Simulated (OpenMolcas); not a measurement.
## Ni3+ in Cs2ZrCl6

Ni3+ with its 6 nearest chloride ions at 2.39 Å, on the Zr site of Cs2ZrCl6 (a = 10.407 Å, distance in the model lattice 2.446 Å). The rest of the host is ab initio model potentials to 7.6 Å and point charges beyond; the distance is set by hand and nothing relaxes, and no local charge compensation is placed. Ligand basis ANO-RCC-VDZP.

```json
{"Program": "OpenMolcas 26.06", "Method": "CASSCF", "Basis": "ANO-RCC-VTZP [6s5p3d2f1g]", "Scalar Hamiltonian": "DKH2, point nucleus", "Active space": "7 electrons in 5 orbitals (3d)", "State averaging": "2S+1 = 4 even, 10 roots; 2S+1 = 2 even, 40 roots", "Spin-orbit coupling": "state interaction with AMFI integrals over the reference wave functions"}
```

The lowest spin-free states (labels of O, the rotations of Oh), above the lowest:

```json
{"State": "4T1", "Degeneracy": "3", "E (cm-1)": "0.0"}
{"State": "4T2", "Degeneracy": "3", "E (cm-1)": "6874"}
{"State": "2E", "Degeneracy": "2", "E (cm-1)": "15218"}
{"State": "4A2", "Degeneracy": "1", "E (cm-1)": "16500"}
{"State": "2T2", "Degeneracy": "3", "E (cm-1)": "18286"}
{"State": "2T1", "Degeneracy": "3", "E (cm-1)": "19777"}
{"State": "2T1", "Degeneracy": "3", "E (cm-1)": "23875"}
{"State": "4T1", "Degeneracy": "3", "E (cm-1)": "24012"}
{"State": "2A1", "Degeneracy": "1", "E (cm-1)": "26865"}
{"State": "2T2", "Degeneracy": "3", "E (cm-1)": "26878"}
{"State": "2T1", "Degeneracy": "3", "E (cm-1)": "30755"}
{"State": "2E", "Degeneracy": "2", "E (cm-1)": "33553"}
{"State": "2T2", "Degeneracy": "3", "E (cm-1)": "36974"}
{"State": "2T1", "Degeneracy": "3", "E (cm-1)": "37733"}
{"State": "2E", "Degeneracy": "2", "E (cm-1)": "40344"}
{"State": "2T2", "Degeneracy": "3", "E (cm-1)": "44800"}
{"State": "2A2", "Degeneracy": "1", "E (cm-1)": "48765"}
{"State": "2T1", "Degeneracy": "3", "E (cm-1)": "48919"}
{"State": "2T2", "Degeneracy": "3", "E (cm-1)": "73032"}
{"State": "2E", "Degeneracy": "2", "E (cm-1)": "73676"}
```

The lowest levels with spin-orbit coupling:

| E (cm-1) | Degeneracy | Label | 2S+1 | g |
| --- | --- | --- | --- | --- |
| 0.0 | 2 | Γ6 | 4 | 4.42 4.42 4.42 |
| 457.4 | 4 | Γ8 | 4 |  |
| 1216 | 4 | Γ8 | 4 |  |
| 1350 | 2 | Γ7 | 4 | 0.87 0.87 0.87 |
| 7580 | 2 | Γ6 | 4 | 2.51 2.51 2.51 |
| 7658 | 4 | Γ8 | 4 |  |
| 7791 | 4 | Γ8 | 4 |  |
| 8042 | 2 | Γ7 | 4 | 2.78 2.78 2.78 |
| 15989 | 4 | Γ8 | 2 |  |
| 17378 | 4 | Γ8 | 4 |  |
| 19052 | 4 | Γ8 | 2 |  |
| 19499 | 2 | Γ7 | 2 | 0.84 0.84 0.84 |
| 20547 | 4 | Γ8 | 2 |  |
| 21035 | 2 | Γ6 | 2 | 1.00 1.00 1.00 |
| 23826 | 4 | Γ8 | 2 (64 %) |  |
| 24519 | 2 | Γ7 | 4 | 2.54 2.54 2.54 |
| 24542 | 4 | Γ8 | 4 |  |
| 24577 | 2 | Γ6 | 2 (68 %) | 1.50 1.50 1.50 |
| 25745 | 4 | Γ8 | 4 (62 %) |  |
| 25785 | 2 | Γ6 | 4 (66 %) | 2.24 2.24 2.24 |

Powder χT (cm3 K/mol): 1.85 at 2 K, 1.91 at 10 K, 2.22 at 50 K, 2.59 at 100 K, 3.16 at 200 K, 3.42 at 300 K. The effective moment at 300 K is 2.828 √(χT) = 5.23 μB.

The lowest level has 2S+1 = 4, for which the spin-only value is χT = S(S+1) / 2 = 1.875 cm3 K/mol (g = 2). The computed 3.424 at 300 K differs by +1.549, through orbital momentum, spin-orbit coupling and any other state in reach. With a threefold ground state the orbital momentum is unquenched, so the spin-only value is not expected to hold.

Metal share of the active 3d orbitals (Löwdin): 85, 85, 98, 98, 98 %; Mulliken charge of the metal 0.98.

An orbital triplet at a regular site is open to Jahn-Teller coupling, which can distort the site and quench the lowest spin-orbit gaps and is left out. Without dynamic correlation the repulsion within the d shell is too large (B by tens of per cent), so at a given field states of lower spin stand too high. CASSCF with metal d orbitals alone favours high spin, so a ground state of lower spin is not ruled out. Ligand-to-metal charge-transfer states are missing. With no ligand orbital active B as a rule stays too high, so bands that hang on it stand too high and its fall with covalency is understated. With metal d orbitals alone and no dynamic correlation the field as a rule comes out too small, by tens of per cent, by up to half for chloride and softer ligands, and with too little covalency χT stands high. No measured value stands beside these numbers; the geometry was set by hand and not optimised.
